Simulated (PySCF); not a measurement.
PySCF input for TiI₄, SMILES [I][Ti]([I])([I])[I], multiplicity 1, IEF-PCM-PBE0/def2-SVP. Geometry: PBE0-D3(BJ)/def2-SVP. The multiplicity is an assumed one; other spin states were not compared. The isomer is the one that the SMILES or the coordinates give; other isomers of the formula were not compared. The def2 effective core potentials stand for the cores of I; spin–orbit coupling is left out.

```python
import numpy as np
from pyscf import gto, scf, dft
from pyscf.solvent import pcm

mol = gto.M(
    atom='''
    Ti    0.00000000    0.00000000    0.00000000
    I     1.45679690    1.45679690   -1.45679690
    I    -1.45679690    1.45679690    1.45679690
    I    -1.45679690   -1.45679690   -1.45679690
    I     1.45679690   -1.45679690    1.45679690
    ''',
    basis='def2-SVP',
    ecp={'I': 'def2-svp'},
    charge=0,
    spin=0,
    max_memory=1600,
    verbose=3,
)
mf = dft.RKS(mol, xc='pbe0').density_fit(auxbasis='def2-universal-jkfit')
mf.grids.level = 3
mf.conv_tol = 1e-9
mf.max_cycle = 100
mf.kernel()
res = {}
for name, eps in {'water': 78.355, 'chlorobenzene': 5.6968, 'dimethylsulfoxide': 46.826}.items():
    s = mf.PCM()
    s.with_solvent.method, s.with_solvent.eps, s.with_solvent.lebedev_order = 'IEF-PCM', eps, 17
    s.kernel(mf.make_rdm1())
    res[name] = (s.e_tot, eps, s.dip_moment(), s.mo_energy, s.converged)
    print(f'{name}: electrostatic solvation free energy {(s.e_tot - mf.e_tot) * 627.509474:.3f} kcal/mol')
```

Output:

```
converged SCF energy = -2040.24343462382

WARN: PCM is an experimental feature. It is still in testing.
Features and APIs may be changed in the future.

converged SCF energy = -2040.24472191001
Dipole moment(X, Y, Z, Debye): -0.00000,  0.00000, -0.00001
water: electrostatic solvation free energy -0.808 kcal/mol

WARN: PCM is an experimental feature. It is still in testing.
Features and APIs may be changed in the future.

converged SCF energy = -2040.24439608021
Dipole moment(X, Y, Z, Debye): -0.00000,  0.00000, -0.00001
chlorobenzene: electrostatic solvation free energy -0.603 kcal/mol

WARN: PCM is an experimental feature. It is still in testing.
Features and APIs may be changed in the future.

converged SCF energy = -2040.24470282863
Dipole moment(X, Y, Z, Debye): -0.00000,  0.00000, -0.00001
dimethylsulfoxide: electrostatic solvation free energy -0.796 kcal/mol
```

The run converged.

Cost: roughly 60 core-seconds.
